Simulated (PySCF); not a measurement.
TiCl₂O, SMILES [O]=[Ti]([Cl])[Cl], multiplicity 1.

Coordinates come from a PBE-D3(BJ)/def2-SVP optimisation. The geometry has at least one imaginary mode, so it is a saddle point at that level. The spin state was assumed, not searched. The isomer is the one that the SMILES or the coordinates give; other isomers of the formula were not compared.

Method: PBE-D3(BJ)/def2-SVP (PySCF).

Frequencies are harmonic and unscaled.

Task: Give all harmonic wavenumbers and intensities. (The exact figures need the calculation; the answer reports its results.)

Result: 
```
mode  ν (cm⁻¹)  IR (km/mol)  moving atoms (share of kinetic energy)
----  --------  -----------  --------------------------------------
1          46i         65.4                Ti 60 %, O 25 %, Cl 16 %
2          113          2.8                 Cl 66 %, Ti 25 %, O 9 %
3          212          0.1                         O 70 %, Cl 28 %
4          374         14.9                        Cl 81 %, Ti 14 %
5          511        136.9                        Ti 61 %, Cl 36 %
6         1088        168.4                         O 74 %, Ti 26 %
```
